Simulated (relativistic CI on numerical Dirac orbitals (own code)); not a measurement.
A ladder of approximations for the levels of Ba⁴⁺

Calculated with a relativistic CI code on KLI orbitals (one set per configuration, finite nucleus), adding one ingredient at a time: step 1, Dirac-Coulomb, each configuration alone; step 2, with Breit and QED terms; step 3, with configuration mixing; step 4, with scaled Slater integrals (0.85); step 5, with a P86 correlation estimate; step 6, tied to the ionisation limit. P86 is a density functional for the correlation energy, evaluated here for each configuration and added to its levels. Step 6 is semi-empirical: configurations made of the next ion and one excited electron move by -15870 cm⁻¹, so that their limit matches the tabulated ionisation energy, and those with a non-penetrating f or g electron also take the P86 value of the least penetrating other one.

Configurations in the expansion (outside the closed core [Kr] 4d10): 5s2.5p4, 5s.5p5, 5s2.5p3.5d, 5s2.5p3.6s, 5p6, 5s2.5p3.4f, 5s.5p4.5d, 5s2.5p3.5f, 5s2.5p3.6p, 5s2.5p2.4f.5d, 5s.5p4.5f, 5s2.5p2.5d2, 5s2.5p.5d3, 5s2.5p.5d2.6s, 5s2.5p.4f.5d2, 5s.5p2.5d3, 5s2.5p.5d2.5f.

Computed minus measured energy above the ground level, in cm⁻¹, for 13 of the 21 excited levels that pair in every step (one J of a term; a digit in brackets numbers repeated terms):

```
Configuration  Term  J  Measured  Step 1  Step 2  Step 3  Step 4  Step 5  Step 6
      5s2.5p4    3P  0     11302    1316    1244     521    -363    -355    -326
      5s2.5p4    1D  2     24720    3040    2827     647    -294    -294    -399
      5s2.5p4    1S  0     51181    5038    4665    1250   -1332   -1308   -1249
       5s.5p5   3P°  2    130401   17753   17322    4975    7776    8693    4272
   5s2.5p3.5d   5D°  3    159475   -5907   -6250    3657    4985    7066   -8552
   5s2.5p3.5d   3D°  1    174616   -2705   -3145    6032    6077    8147   -7373
   5s2.5p3.5d   1S°  0    178341   -1319   -1723    7007    6111    8170   -7340
   5s2.5p3.5d   3F°  3    178823   -1723   -2171    6288    5994    8065   -7465
   5s2.5p3.5d   3G°  3    180878     176    -185    7314    5722    7794   -7699
   5s2.5p3.5d   1F°  3    234036   18816   18243   21773   12888   15004    -350
   5s2.5p3.6s   3D°  3    235832    -880   -1114   10014    6556   11694   -3959
   5s2.5p3.6s   1D°  2    238468    -155    -384   10955    6748   11907   -3733
   5s2.5p3.6s   3P°  0    247832    1646    1421    9787    4875   10081   -5480
```

Mean absolute errors in cm⁻¹, over all paired levels and for the configurations:

```csv
"Configuration, levels",Step 1,Step 2,Step 3,Step 4,Step 5,Step 6
"all, 21",4569,4521,7297,5318,7675,4930
"5s2.5p4, 4",2354,2246,774,568,560,565
"5s.5p5, 1",17753,17322,4975,7776,8693,4272
"5s2.5p3.5d, 11",5852,5879,8743,6776,8848,6546
"5s2.5p3.6s, 5",880,792,9799,5419,10580,4999
```

Measured levels: Sansonetti and Curry, J. Phys. Chem. Ref. Data 39, 043103 (2010).

Q: What does each ingredient do to the ground and the excited configurations, and where is the model closest to experiment?

A: Terms of the ground configuration are off by 2354 at first, 774 with mixing and 568 after scaling, which stands in for the correlation that narrows term splittings. The Breit and QED terms change the top of the ground term (measured 16429) from 16405 to 16181. Mixing lowers the ground level by 13487; relative to it the configurations that move most are 5s.5p5 by -12347, 5s2.5p3.6s by +9607, 5s2.5p3.5d by +7787. Configurations whose own partners of that kind are not in the list rise by much of that lowering, so a short list can trade one imbalance for another. The P86 estimate moves 5s2.5p3.6s by +5161, 5s2.5p3.5d by +2072, 5s.5p5 by +917, and takes the mean absolute error of the excited configurations from 6436 to 9349; it adds to levels that were already too high. Step 6 takes that error from 9349 to 5957; the error more than halves for 5s.5p5, 5s2.5p3.6s. The mean absolute error is lowest at step 2 (4521 cm⁻¹), and the largest single drop is from step 5 to 6 (7675 to 4930).
